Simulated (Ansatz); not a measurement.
Molecule: sum formula Si₂H₄Cl, net charge 0, doublet state. It need not be the lowest isomer of its formula. 
Structure (B3LYP-D3(BJ)/def2-TZVP (Ansatz, a first-principles code) minimum search):
```
Si
H 1 1.4791
H 1 1.4817 2 108.94
Cl 1 2.0757 2 108.28 3 116.02
Si 1 2.3307 2 110.38 3 -125.79
H 5 1.4840 1 113.42 2 -177.33
H 5 1.4860 6 110.31 1 128.02
```
Charge 0, spin multiplicity 2.

Computed values are from Ansatz. Correlated levels leave the core frozen unless marked. Open shells are spin-unrestricted. No spin-orbit coupling. No relativistic terms. CBS marks a two-point X^-3 extrapolation of the correlation energy; Hartree-Fock from the larger set.

The atomisation energy De is 458.6 kcal/mol at CCSD(T)/CBS(aug-cc-pV(T+d)Z,aug-cc-pV(Q+d)Z). The total energy is -1040.3164 Eh at CCSD(T)/CBS(aug-cc-pV(T+d)Z,aug-cc-pV(Q+d)Z) and the dipole moment is 1.41 D at CCSD(T)/aug-cc-pV(D+d)Z. The T1 diagnostic is 0.013 at CCSD/aug-cc-pV(Q+d)Z.
